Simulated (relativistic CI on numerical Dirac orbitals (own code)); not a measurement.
Computed by Dirac-Coulomb-Breit CI, orbitals from a KLI potential per configuration, model QED, unscaled Slater integrals (own radial code, finite nucleus).

The strongest absorption lines from the ground level of an ion, among the configurations computed and to levels below about 4080 eV (vacuum wavelength in nm, gf): 0.34749 (0.42), 0.35286 (0.026), 0.35525 (1.5), 0.37128 (0.05), 3.6895 (0.14).

Which ion is it?
A. Sb45+
B. Rh39+
C. Mo36+
D. Cd42+

B. Rh39+ has 6 electrons and the ground level 2s2.2p2 3P_0; the strongest line goes to 2s2.2p.3d 3D°_1. The pattern of lines fixes the number of electrons, and along that sequence the line energies rise steadily with the charge (about as its square where n changes within one kind of shell, about linearly where n is kept but much faster in heavy ions where fine structure, which grows about as Z⁴, sets the gap, and irregularly where shells cross), which fixes Z. Configurations outside the model, such as inner-shell arrays, can give stronger lines. At this charge energies of transitions that change n are usually good to better than 1 %, and those within a shell (Δn = 0) to a few per cent.

LS names give the leading component of a level, which can be under half, so a name can repeat, a term be missing and a line seem to break the LS rules.
